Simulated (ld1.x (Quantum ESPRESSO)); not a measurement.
**u(r) = r·R(r): atom against pseudo-atom (oxygen (O))**

Columns: radius, all-electron u(r) and pseudo u(r) of the 2s shell (level -24.47 eV) of oxygen in the configuration [He] 2s1 2p5; BP86, non-relativistic, TM scheme, ld1.x (Quantum ESPRESSO) 7.5.

```
r (bohr)  all-electron   pseudo
   0.088        0.4163  -0.0814
   0.175        0.3145  -0.1698
   0.262        0.0475  -0.2739
   0.350       -0.2421  -0.4008
   0.438       -0.4927  -0.5467
   0.525       -0.6845  -0.6941
   0.612       -0.8199  -0.8197
   0.700       -0.9060  -0.9059
   0.788       -0.9504  -0.9504
   0.875       -0.9624  -0.9624
   0.962       -0.9508  -0.9508
   1.050       -0.9220  -0.9220
   1.138       -0.8814  -0.8814
   1.225       -0.8339  -0.8339
   1.312       -0.7822  -0.7822
   1.400       -0.7281  -0.7281
   1.487       -0.6745  -0.6745
   1.575       -0.6213  -0.6213
   1.662       -0.5706  -0.5706
   1.750       -0.5219  -0.5219
   1.838       -0.4759  -0.4759
   1.925       -0.4334  -0.4334
   2.012       -0.3939  -0.3939
   2.100       -0.3569  -0.3569
   2.188       -0.3228  -0.3228
   2.275       -0.2920  -0.2920
```

**Question.** How many radial nodes do the two functions have?

**Answer.** The all-electron 2s function has n − l − 1 = 1; the pseudo-wave has 0, since the states of the same l below it are removed with the core.

**Question.** At about which radius was the pseudo-wave matched?

**Answer.** 0.80 bohr. The columns agree to 0.0005 from 0.61 bohr on; several derivatives are matched, so the curves merge somewhat inside the radius.

**Question.** Is the pseudo-wave norm-conserving?

**Answer.** Yes: the TM scheme keeps the norm inside the radius equal to the all-electron one, which fixes the energy derivative of the logarithmic derivative at the level.
